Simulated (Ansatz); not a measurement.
Basis-set series for BrH3O3Sn, SMILES `[OH][Sn]([OH])([OH])[Br]`. Charge 0, multiplicity 1. Sn takes the def2 core potential. The structure was optimised at the PBE0-D4/def2-TZVP level. It is one conformer, not always the lowest.

```json
{"functional": "PBE0-D4", "basis": "def2-SVP", "functions": "115", "energy (Eh)": "-3014.99394", "HOMO (eV)": "-8.70", "LUMO (eV)": "-1.88"}
{"functional": "PBE0-D4", "basis": "def2-QZVPP", "functions": "432", "energy (Eh)": "-3015.69307", "HOMO (eV)": "-8.91", "LUMO (eV)": "-2.19"}
{"functional": "ωB97M-V", "basis": "def2-SVP", "functions": "115", "energy (Eh)": "-3015.26195", "HOMO (eV)": "-10.95", "LUMO (eV)": "0.19"}
{"functional": "ωB97M-V", "basis": "def2-QZVPP", "functions": "432", "energy (Eh)": "-3015.96320", "HOMO (eV)": "-11.18", "LUMO (eV)": "-0.30"}
```

Give the rows for def2-TZVPP. (Estimate.)

Ansatz gave: 
```tsv
functional	basis	functions	energy (Eh)	HOMO (eV)	LUMO (eV)
PBE0-D4	def2-TZVPP	233	-3015.62360	-8.88	-2.12
ωB97M-V	def2-TZVPP	233	-3015.89637	-11.15	-0.15
```

Scalar relativity is left out up to krypton.
